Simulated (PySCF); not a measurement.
## Computed structure and properties of Tb(OH)3

System: Tb(OH)3 (singlet in the valence; each metal's 4f electrons, 8 of them, lie in its core potential, out of spins and levels); start: template (C3v). Method: PySCF 2.14.0, RKS PBE0, Tb lcecp-1-SVP with ECP54, O def2-SVP, H def2-SVP; non-relativistic Hamiltonian with scalar-relativistic core potentials where named; density fitting; no spin-orbit coupling.

Input of the relaxation:

```python
mol = gto.M(atom='''
Tb     0.00000     0.00000    -0.00504
O      2.16482    -0.00001    -0.00504
H      3.06480    -0.00002     0.34496
O     -1.08240     1.87479    -0.00504
H     -1.53238     2.65421     0.34496
O     -1.08242    -1.87478    -0.00504
H     -1.53242    -2.65419     0.34496''',
    basis={'Tb': 'lcecp-1-SVP', 'O': 'def2-SVP', 'H': 'def2-SVP'},
    ecp={'Tb': 'lcecp-1-SVP'},
    charge=0, spin=0)
mf = dft.RKS(mol, xc='PBE0')
mf.grids.atom_grid = (50, 194)  # f atoms: unpruned, at least (60, 302)
mf = mf.density_fit()  # fitting sets: Tb AutoAux, O def2-universal-JKFIT, H def2-universal-JKFIT
mf.conv_tol = 1e-08; mf.max_cycle = 55
mf.kernel(dm0)  # dm0: converged density of the start geometry
# quasi-Newton relaxation in Cartesian coordinates to a largest gradient under 0.00045 Eh/bohr, steps kept in the point group
```

Run from Python with OMP_NUM_THREADS=2; the lines above give its settings. Where DIIS fails, smearing, a level shift and second-order steps follow.
It took 49 s on 2 threads of Arm Neoverse V2 (shared host), from the converged density of the start.

Course of the relaxation:

```
step  energy above end (eV)  largest force component within the symmetry (eV/Å)
   0                 0.4408                                               1.448
   1                 0.1558                                               0.775
   2                 0.0594                                               0.476
   3                 0.0263                                               0.478
   4                 0.0180                                               0.097
   5                 0.0147                                               0.183
   6                 0.0125                                               0.192
   7                 0.0075                                               0.259
  11                 0.0009                                               0.055
  12                 0.0004                                               0.037
  13                 0.0002                                               0.043
  14                 0.0000                                               0.009
  15                 0.0000                                               0.029
  16                 0.0000                                               0.002
```
(The steps between are left out.)

Relaxed geometry (nearly D3h):

```xyz
7

Tb    0.0000    0.0000    0.1298
O     2.0589    0.0000    0.1424
H     3.0144    0.0000    0.1526
O    -1.0294    1.7830    0.1424
H    -1.5072    2.6106    0.1526
O    -1.0294   -1.7830    0.1424
H    -1.5072   -2.6106    0.1526
```

```
    contact      Å
Tb1–O2 (OH)  2.059
Tb1–O4 (OH)  2.059
Tb1–O6 (OH)  2.059
```

On the finer grid (75, 302):

* HOMO: -7.61 eV
* LUMO: -1.30 eV
* Dipole about the centre of mass: 0.05 D
* Set of Mulliken populations of Tb1 outside the core potential: s 2.14, p 6.34, d 1.34, f 0.09
* D3(BJ) dispersion energy (not in the energies): -0.080 eV

```
atom  Mulliken (e)  Löwdin (e)  spin (e)
 Tb1          1.09        0.72      0.00
  O2         -0.54       -0.32      0.00
  H3          0.18        0.08      0.00
  O4         -0.54       -0.32      0.00
  H5          0.18        0.08      0.00
  O6         -0.54       -0.32      0.00
  H7          0.18        0.08      0.00
```

The 4f levels lie in the core potential and are missing. Their spin isn't counted.

On the grid (50, 194), as all that follows. Harmonic modes: a minimum within the noise of the softest modes; lowest 19 cm⁻¹ (negative: unstable), highest 4022 cm⁻¹, zero-point energy 1.033 eV.

Taking off one OH (charge -1, singlet; the rest: singlet) in vacuum, both parts rigid, costs 11.19 eV; the small basis without counterpoise inflates it. Most of it is the attraction of opposite charges; other ways to part are cheaper, and one spin state was tried for the rest.

Rigid scan of OH along the line from its metal:

| distance to O2 (Å) | energy (eV) |
| --- | --- |
| 1.76 | 1.437 |
| 1.86 | 0.547 |
| 1.96 | 0.118 |
| 2.06 | 0.000 |
| 2.16 | 0.089 |
| 2.26 | 0.310 |
| 2.46 | 0.963 |
| 2.76 | 2.092 |
| 3.16 | 3.462 |
| 3.66 | 4.772 |

One start shape was tried, so this needn't be the lowest isomer.

An lcecp potential fixes the number of 4f electrons, so in runs with it no electron can move into or out of that shell.
